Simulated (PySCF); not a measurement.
Species: BH7N2Si.
Numbering: `[NH2:1][BH:2][NH:3][SiH3:4]`

A calculation gives these core lines: B 1s: 195.68 eV; N 1s: 404.29 (area 1), 404.90 (area 1) eV; Si 1s: 1846.81 eV; Si 2p3/2: 106.96 eV.

Theory: delta-SCF UKS SCAN, pcX-2 on the ionised atom, pcseg-1 elsewhere, spin-free X2C (PySCF). One conformer (not necessarily the lowest) at the PBE0-D3(BJ)/def2-SVP geometry, without solvent, vibrations or thermal averaging.

**Question.** Assign the N 1s lines to atoms.

**Answer.** 404.29 eV: N3 (silicon-bound nitrogen); 404.90 eV: N1 (boron-bound nitrogen). Lowest listed N 1s: N3, bonded to H, B and Si. Highest, 0.61 eV above it: N1, bonded to 2 H and B. Summing the Pauling electronegativity differences to the bonded atoms, each weighted by its formal bond order, gives -2.98 for the lowest site and -2.68 for the highest.

Bonded neighbours of each site: N1: 2 H and B; B2: 2 N and H; N3: H, B and Si; Si4: N and 3 H.

**Question.** Which effective nuclear charge Zeff reproduces each element's mean 1s value in the hydrogen-like formula E = 13.606 eV × Zeff²?

**Answer.** B (Z = 5): mean 195.7 eV, Zeff = 3.79, Z − Zeff = 1.21; N (Z = 7): mean 404.6 eV, Zeff = 5.45, Z − Zeff = 1.55; Si (Z = 14): mean 1846.8 eV, Zeff = 11.65, Z − Zeff = 2.35. Means run over the listed sites, weighted by atom count.

The 2p values aren't plain energy differences: one relaxed spin-free 2p hole is combined with a matrix within the shell (ground-state 2p orbital-energy differences and spin–orbit coupling). 2p3/2, the mean of its two sublevels, lies a third of the splitting below the shell's mean and 2p1/2 two thirds above it; the statistical areas are 2:1. 2p1/2 minus 2p3/2 (ligand field included): Si 0.62 eV.

Shape of the structure used: `[NH2:1][BH:2][NH:3][SiH3:4]`: N1–B2–N3–Si4 -177°, H–N1–B2–N3 -179°, H–N1–B2–N3 0°.
